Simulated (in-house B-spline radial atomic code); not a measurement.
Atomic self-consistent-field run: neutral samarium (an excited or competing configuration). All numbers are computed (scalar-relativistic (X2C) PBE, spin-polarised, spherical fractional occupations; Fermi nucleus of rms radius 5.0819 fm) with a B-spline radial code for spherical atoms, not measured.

Command:
```bash
python run_scf.py task.json out
```
Settings (nuclear radius in fm, mass in u):
```
Z                62
configuration    [Kr] 4d9 4f6 5s2 5p6 6s2 6p1
hamiltonian      x2c
method           pbe,pbe
spin_polarised   True
nucleus          fermi
rms_radius       5.0819
atomic_mass      151.91974
speed_of_light   137.035999084
```

Output (hartree, bohr):
```
 radial grid: 77 intervals, B-splines of order 8, outer radius 50 bohr

 iter        energy (Eh)    residual
    1      -10392.063589    6.68e-01
    2      -10398.019643    9.31e-01
    3      -10420.731919    1.51e-01
    4      -10421.584408    5.00e-02
    5      -10421.678343    3.16e-02
    6      -10421.705756    5.19e-03
    7      -10421.707257    1.85e-03
    8      -10421.707397    2.67e-04
    9      -10421.707398    3.18e-05
   10      -10421.707398    3.42e-06
   11      -10421.707398    2.35e-07

 total energy                    -10421.70740
 kinetic                           11304.9589
 electron-nucleus                 -25521.8539
 Hartree                            4033.1754
 exchange-correlation               -237.9878

 orbital      occ     eigenvalue          <r>       <r^2>       <1/r>       r_max
 1s up      1.000     -1711.6106    0.0220458  0.00067146     73.5258     0.01366
 1s down    1.000     -1711.6101    0.0220458 0.000671458     73.5258     0.01366
 2s up      1.000      -280.1773    0.0963578   0.0110229      16.929     0.08203
 2s down    1.000      -280.1563    0.0963542    0.011022     16.9298     0.08202
 2p up      3.000      -250.3969    0.0850591  0.00884739     15.0756     0.06592
 2p down    3.000      -250.3804    0.0850549  0.00884646     15.0762     0.06591
 3s up      1.000       -61.7924     0.254619   0.0742175     6.06428      0.2338
 3s down    1.000       -61.7062     0.254394   0.0740808     6.07047      0.2337
 3p up      3.000       -52.4449     0.252852   0.0742047     5.54399      0.2289
 3p down    3.000       -52.3581     0.252579   0.0740374     5.54998      0.2288
 3d up      5.000       -39.5969     0.230977   0.0627758     5.21725      0.1876
 3d down    5.000       -39.5216     0.230669    0.062589     5.22255      0.1875
 4s up      1.000       -12.7061     0.578036    0.377177     2.51085      0.5395
 4s down    1.000       -12.4651     0.578042    0.377236     2.51023      0.5393
 4p up      3.000        -9.6156     0.610787     0.42428     2.27352      0.5623
 4p down    3.000        -9.3763     0.611064    0.424799     2.27205      0.5619
 4d up      5.000        -5.2314     0.665681    0.513634     1.99086      0.5862
 4d down    4.000        -4.9960     0.667438    0.516992     1.98651      0.5859
 4f up      6.000        -0.5245      0.88359     1.00206     1.46417      0.6009
 5s up      1.000        -1.8821      1.36945     2.10646    0.980623       1.239
 5s down    1.000        -1.7741      1.39471     2.18533     0.95799       1.256
 5p up      3.000        -1.1032      1.58252     2.83771    0.830196       1.392
 5p down    3.000        -1.0247      1.62004     2.97451    0.806642       1.417
 6s up      1.000        -0.2041      3.84423     16.6492    0.327511       3.361
 6s down    1.000        -0.1780      3.89027     17.0999    0.325116       3.373
 6p up      1.000        -0.0899         5.02     28.6436    0.247616       4.278
```

Cost of the run: 0.18 s on 1 thread of Arm Neoverse V2, on a shared host.

One-electron X2C: radii and densities carry no picture-change correction, so inner-shell <1/r> comes out high (for 1s by about 2 % at Z = 33, 5 % at 54, 10 % at 75, 30 % at 118) and <r> low.
